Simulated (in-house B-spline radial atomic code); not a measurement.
RPA and G0W0 for Sb, [Kr] 4d10 5s2 5p3, highest spin, as one setting changes: the radius of a hard wall (bohr). Start: PBE. A dash marks a level of low quasi-particle weight. Computed with a B-spline radial code for spherical atoms: all electrons, scalar-relativistic (spin-free one-electron X2C), finite nucleus, each spin shell either full or empty, empty states to l = 9 with an (l + 1/2)⁻⁴ tail; G0W0 by contour deformation at full frequency.

Spin-orbit coupling, left out, splits p levels strongly here.

| radius of a hard wall (bohr) | mean-field level (eV) | G0W0 level (eV) | RPA correlation (Eh) |
| --- | --- | --- | --- |
| 2.5 | 43.25 | 5p up 35.92 | -4.1288 |
| 3 | 18.904 | 5p up 12.470 | -4.0658 |
| 3.5 | 7.827 | 5p up 2.065 | -4.0271 |
| 4 | ? | ? | ? |
| 5 | -2.728 | 5p up -7.304 | -3.9767 |
| 6 | ? | ? | ? |
| 8 | -5.319 | 5p up -9.012 | -3.9627 |
| 12 | -5.466 | - | -3.9613 |

**Question.** What belongs in the row for 4?

**Answer.** mean-field level (eV): 2.176; G0W0 level (eV): 5p up -3.082; RPA correlation (Eh): -4.0022.

**Question.** What belongs in the row for 6?

**Answer.** mean-field level (eV): -4.436; G0W0 level (eV): 5p up -8.590; RPA correlation (Eh): -3.9673.
